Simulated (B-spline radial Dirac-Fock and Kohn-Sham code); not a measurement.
## Dipole and non-dipole photoemission parameters of Sr 5s

System: neutral strontium, configuration 1s2 2s2 2p6 3s2 3p6 3d10 4s2 4p6 5s2; threshold 4.89 eV (orbital energy of the model). Calculated with a radial B-spline solver, using Dirac-Hartree-Slater photoionisation with a Latter tail; cross sections with all multipoles, angular parameters from the dipole term and its interference with E2.

| hν (eV) | σ (kb) | β | γ |
| --- | --- | --- | --- |
| 60 | 40.8 | 1.987 | 0.093 |
| 75.3 | 31.6 | 1.989 | 0.136 |
| 80 | 29.5 | 1.990 | 0.146 |
| 91.9 | 24.9 | 1.991 | 0.167 |
| 117 | 18.4 | 1.992 | 0.198 |
| 133 | 15.5 | 1.993 | 0.212 |
| 172 | 10.9 | 1.994 | 0.232 |
| 200 | 8.76 | 1.994 | 0.237 |
| 219 | 7.65 | 1.995 | 0.238 |
| 317 | 4.32 | 1.996 | 0.220 |
| 391 | 3.08 | 1.996 | 0.194 |
| 507 | 2.01 | 1.996 | 0.150 |
| 600 | 1.52 | 1.997 | 0.115 |
| 800 | 0.940 | 1.997 | 0.051 |
| 1070 | 0.570 | 1.997 | -0.014 |
| 1370 | 0.368 | 1.997 | -0.057 |
| 1430 | ? | ? | ? |
| 1486.9 | 0.317 | 1.997 | -0.067 |
| 1610 | 0.274 | 1.997 | -0.073 |
| 1900 | 0.202 | 1.997 | -0.077 |
| 2190 | 0.154 | 1.998 | -0.068 |
| 2400 | 0.129 | 1.998 | -0.055 |
| 2580 | 0.112 | 1.998 | -0.040 |
| 4000 | 0.0469 | 1.998 | 0.135 |
| 4870 | 0.0312 | 1.998 | 0.267 |
| 5220 | 0.0269 | 1.998 | 0.322 |
| 5300 | 0.0261 | 1.998 | 0.335 |
| 6000 | 0.0200 | 1.998 | 0.445 |
| 9940 | 0.00650 | 1.997 | 1.029 |

Question: Give the values at 1430 eV.

Answer: σ = 0.340 kb, β = 1.997, γ = -0.062. For an s subshell δ is negligible.
